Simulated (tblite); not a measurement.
Species: C7H7FN (doublet state).
Z-matrix (Å and degrees, GFN2-xTB geometry), rows numbered from 1:
```
N 
C   1  1.3044
C   2  1.4337  1  125.04
C   3  1.3680  2  121.22  1   179.95
C   4  1.3963  3  120.28  2     0.05
C   5  1.3921  4  120.28  3     0.03
C   6  1.3742  5  120.85  4    -0.01
C   7  1.4926  2  116.99  1     0.08
F   8  1.3715  7  112.28  2   179.62
H   1  1.0181  2  113.21  3     0.03
H   3  1.0815  2  117.87  1    -0.00
H   4  1.0805  3  120.18  2  -179.89
H   5  1.0793  4  119.92  3  -179.99
H   6  1.0800  5  119.92  4   179.97
H   8  1.0958  7  110.48  2    59.63
H   8  1.0958  7  110.53  2   -60.38
```

The geometry is computed with GFN2-xTB (gas phase). This method treats the open shell by occupation alone, without spin polarisation.

Masses are those of the commonest isotopes; rigid-rotor values at the optimised geometry. The values belong to one conformer with, in the numbering `[NH:1][c:2]1[cH:3][cH:4][cH:5][cH:6][c:7]1[CH2:8][F:9]`, H–N1–C2–C3 0°, C6–C7–C8–F9 0°.

Problem. Give the principal moments of inertia and the rotational constants in GHz.

Solution. Ia = 188.24, Ib = 349.42, Ic = 534.47 u·Å²; 505379 MHz·u·Å²/I gives 2685, 1446 and 945.6 MHz, that is A = 2.6848, B = 1.4463, C = 0.9456 GHz.

Problem. What kind of rotor is it?

Solution. An asymmetric top; Ray's κ = -0.424.

Problem. Is it planar, by Δ = Ic − Ia − Ib?

Solution. Not planar: Δ = Ic − Ia − Ib = -3.19 u·Å². For a rigid frame Δ = −2 Σ m c², so Σ m c² = 1.59 u·Å² lies off the ab plane, practically all of it from hydrogen. The atom farthest from that plane is 0.89 Å away.

Problem. Give the coordinates in the principal-axis frame, origin at the centre of mass.

Solution. The sense of each axis is arbitrary; atoms in the order of the calculation.
| atom | mass (u) | a (Å) | b (Å) | c (Å) |
| --- | --- | --- | --- | --- |
| N1 | 14.003 | 0.192 | 2.266 | 0.001 |
| C2 | 12.000 | 0.588 | 1.023 | 0.001 |
| C3 | 12.000 | 1.956 | 0.594 | -0.003 |
| C4 | 12.000 | 2.283 | -0.734 | -0.002 |
| C5 | 12.000 | 1.281 | -1.706 | 0.001 |
| C6 | 12.000 | -0.060 | -1.332 | 0.003 |
| C7 | 12.000 | -0.421 | -0.006 | 0.002 |
| C8 | 12.000 | -1.845 | 0.442 | 0.002 |
| F9 | 18.998 | -2.722 | -0.612 | -0.004 |
| H10 | 1.008 | 0.962 | 2.932 | -0.002 |
| H11 | 1.008 | 2.724 | 1.356 | -0.006 |
| H12 | 1.008 | 3.320 | -1.038 | -0.003 |
| H13 | 1.008 | 1.546 | -2.752 | 0.002 |
| H14 | 1.008 | -0.830 | -2.088 | 0.006 |
| H15 | 1.008 | -2.055 | 1.052 | -0.884 |
| H16 | 1.008 | -2.059 | 1.043 | 0.894 |

Problem. List the rotational levels J(Ka,Kc) to J = 3 (MHz).

Solution. Above 0(0,0):
J = 1: 1(0,1) 2392, 1(1,1) 3630, 1(1,0) 4131
J = 2: 2(0,2) 7052, 2(1,2) 7913, 2(1,1) 9416, 2(2,1) 13131, 2(2,0) 13255
J = 3: 3(0,3) 13775, 3(1,3) 14268, 3(1,2) 17253, 3(2,2) 20307, 3(2,1) 20883, 3(3,1) 27821, 3(3,0) 27841

Problem. Estimate the classical rotational partition function at 25 K, 200 K and 500 K.

Solution. Point group Cs, symmetry number σ = 1; q = (√π/σ)·√((kT/h)³/(ABC)), k/h = 20836.6 MHz/K: 11000 at 25 K, 249000 at 200 K, 984000 at 500 K.

For this open shell read J as N, the rotation without spin; fine and hyperfine splittings come on top. Its GFN2-xTB frequencies are all real (lowest 53 cm⁻¹). Constants of a rigid frame at the computed geometry: no zero-point averaging, no centrifugal distortion.
